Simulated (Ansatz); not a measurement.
`C[SiH](F)C=N`: the same geometry under several functionals.

```yaml
crystal:
  periodic: [false, false, false]
  atoms:
    - {symbol: C, position_ang: [-1.235072, -0.288173, 1.093677]}
    - {symbol: Si, position_ang: [0.487434, -0.255624, 0.411342]}
    - {symbol: F, position_ang: [0.869489, -1.704811, -0.165169]}
    - {symbol: C, position_ang: [0.653122, 0.907918, -1.061384]}
    - {symbol: N, position_ang: [0.983147, 0.546325, -2.233690]}
    - {symbol: H, position_ang: [-1.511673, 0.701552, 1.467906]}
    - {symbol: H, position_ang: [-1.313005, -0.995255, 1.922600]}
    - {symbol: H, position_ang: [-1.955360, -0.574214, 0.324040]}
    - {symbol: H, position_ang: [1.481264, 0.087956, 1.460617]}
    - {symbol: H, position_ang: [0.447869, 1.978931, -0.930109]}
    - {symbol: H, position_ang: [1.158184, -0.461603, -2.269131]}
basis:
  gaussian: {orbitals: def2-TZVPP}
hamiltonian: {xc: {name: B2PLYP}}
```

```sh
$ ansatz run in.yaml --threads 4 --pin off --events-out ev --progress --plain --max-ram 10444MiB
```

It prints (some lines left out):

```
Functional definition: B2PLYP
1479 factors; integrals over basis functions are off by at most 9.5e-4 eV
mean field evaluation 1: about -14238.1458 eV, gradient 5.8e1 eV
mean field evaluation 2: about -14238.2824 eV, gradient 5.8e1 eV
mean field evaluation 4: about -14244.6652 eV, gradient 9.1e0 eV
mean field evaluation 8: about -14244.8459 eV, gradient 4.8e-1 eV
mean field evaluation 16: about -14244.8464 eV, gradient 4.0e-4 eV
mean field -14244.84642791 eV, -523.4884507220 hartree, gradient 4.3e-6 eV, S^2 0.000000; 0 other end points of the search recorded, 0 dependent functions left out
9 core orbitals not correlated: weight in the atoms' cores, before any rotation towards them, 1.000 or more for the frozen orbitals, at most 0.000 for the correlated occupied ones
reference -14244.84659635 eV, -523.4884569122 hartree; 15, 15 occupied and 226, 226 virtual orbitals, 1479 factors
second order -29.81182981 eV of doubles, -0.00000000 eV of singles
Total energy: -14252.89579040 eV, -523.7842593376 hartree
```

Run time 5.5 s (4 threads of an Arm Neoverse V1 on a shared host); peak host memory 0.63 GiB.

Changing it to `hamiltonian: {xc: {name: B3LYP}, dispersion: d4}` and forces (abridged; 3.9 s):

```
Functional definition: B3LYP
mean field evaluation 16: about -14261.4800 eV, gradient 5.2e-4 eV
mean field -14261.48003034 eV, -524.0997243367 hartree, gradient 4.2e-5 eV, S^2 0.000000
Total energy: -14261.82154580 eV, -524.1122747982 hartree
Atom 0 force    -0.096349     0.001335     0.043534 eV/Å
Atom 1 force     0.097464     0.162028     0.140250 eV/Å
Atom 2 force     0.045721    -0.177968    -0.059491 eV/Å
Atom 3 force    -0.058048     0.152503     0.137281 eV/Å
Atom 4 force     0.047530    -0.081367    -0.155795 eV/Å
Atom 5 force    -0.004133    -0.049990    -0.012536 eV/Å
Atom 6 force    -0.016692     0.035237    -0.036428 eV/Å
Atom 7 force     0.020532     0.014014     0.047494 eV/Å
Atom 8 force    -0.057484    -0.016068    -0.057385 eV/Å
Atom 9 force     0.011014    -0.053113     0.001023 eV/Å
Atom 10 force     0.010444     0.013389    -0.047946 eV/Å
Dipole moment:    -0.281259     0.062407     0.482308 e Å
```

B3LYP takes the VWN-RPA correlation (the form of Gaussian; ORCA's B3LYP/G).
